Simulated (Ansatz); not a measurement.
`C#CN[SiH3]` → `C#CN` + `[SiH2]` at 600 K and 1 bar (silylene loss).

Computed with Ansatz on PBE0-D4/def2-TZVP structures; ΔE is electronic, products minus reactants. CBS: MP2 limit from def2 TZ/QZ plus the TZ coupled-cluster correction, frozen cores. This one scheme is used for every species. One conformer a species, not always the lowest.

| species | CCSD(T)/CBS energy (Eh) | H − E (kJ/mol) | S (J/(mol·K)) |
| --- | --- | --- | --- |
| `C#CN[SiH3]` | -422.82807 | 210.7 | 397.1 |
| `C#CN` | -132.52893 | 151.8 | 303.8 |
| `[SiH2]` | -290.19011 | 52.1 | 233.9 |

H − E and S are ideal-gas, rigid-rotor, harmonic terms from PBE0-D4/def2-TZVP, for one conformer and one mirror image of each species. 1 Eh = 2625.50 kJ/mol, R = 8.31446 J/(mol·K).

Q: By hand: ΔE, ΔH, ΔS and ΔG.

A: ΔE = (-132.52893) + (-290.19011) − (-422.82807) = 0.10903 Eh = 286.3 kJ/mol. Δ(H − E) = 151.8 + 52.1 − 210.7 = -6.8, so ΔH = 279.5 kJ/mol. ΔS = 303.8 + 233.9 − 397.1 = 140.6 J/(mol·K). ΔG = 279.5 − 600 × (140.6)/1000 = 195.1 kJ/mol.

Q: By hand: the equilibrium constant, and the temperature at which ΔG would vanish if ΔH and ΔS stayed fixed.

A: log₁₀ K = −ΔG/(RT ln 10) = -17.0. ΔG = 0 at ΔH/ΔS = 1988 K.

The number of gas molecules changes by +1, which sets the sign of ΔS. A doubt of 5 kJ/mol in ΔE shifts log₁₀ K by 0.4 here. Other conformers and mirror images would add mixing entropy, several J/(mol·K) or more a flexible species. These are equilibria of isolated gas molecules and say nothing of rates. Largest T1 diagnostic: 0.014 (customary marks: 0.02 for closed shells, 0.045 for open ones).
